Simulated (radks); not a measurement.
Species: the krypton ion Kr4+. Configuration: [Ar] 3d10 4s2 4p2 (the NIST ground configuration).

All-electron calculation, Dirac Kohn-Sham, BLYP, spin-unpolarised, spherical densities, finite nucleus; open shells fill j = l - 1/2 first; Fermi nuclear charge, rms radius 4.1884 fm. Program: a radial shooting solver on a logarithmic mesh with Libxc functionals.

Energy parts (Ry):
| part | energy |
|---|---|
| total | -5572.65828 |
| kinetic | 5723.46164 |
| electron-nucleus | -13332.83327 |
| Hartree | 2227.42794 |
| exchange-correlation | -190.71459 |

Orbitals (lengths in bohr, moments of r in powers of bohr; <r^-3> diverges for s and p1/2; r(90%) holds 90 % of the orbital's charge):
orbital  occ.  eigenvalue (Ry)       <r^4>  <r^-3>  r(90%)
1s1/2       2        -1044.735  0.00001385       -  0.0742
2s1/2       2        -141.1835    0.002720       -   0.284
2p1/2       2        -128.0230    0.001861       -   0.257
2p3/2       4        -124.0622    0.002021    1429   0.263
3s1/2       2        -23.50691      0.1647       -   0.788
3p1/2       2        -18.85741      0.1854       -   0.812
3p3/2       4        -18.27296      0.1999   212.9   0.828
3d3/2       4        -10.15902      0.2885   27.83   0.900
3d5/2       6        -10.06236      0.2961   26.87   0.906
4s1/2       2         -5.34233       7.957       -    2.08
4p1/2       2         -4.18264       12.51       -    2.33
4p3/2       0         -4.10976       13.26   26.76    2.37

The highest occupied level is 4p1/2 at -56.908 eV. For comparison, the ionisation energy in NIST's Atomic Spectra Database is 64.7 eV (semi-empirical). In exact Kohn-Sham theory the highest level is minus the ionisation energy, but local and semilocal functionals leave it too shallow, through self-interaction and a potential that decays too fast; potentials with the right tail come closer. The electron density at the nucleus is 4.945e+04 e/bohr^3. Summed over all electrons, <r^2> = 17.05 bohr^2, which gives a Langevin (diamagnetic) susceptibility term of -13.5 x 10^-6 cm^3/mol.

Beside tabulated values, note that spin-unpolarised runs miss the spin-polarisation part of the exchange energy of open shells.
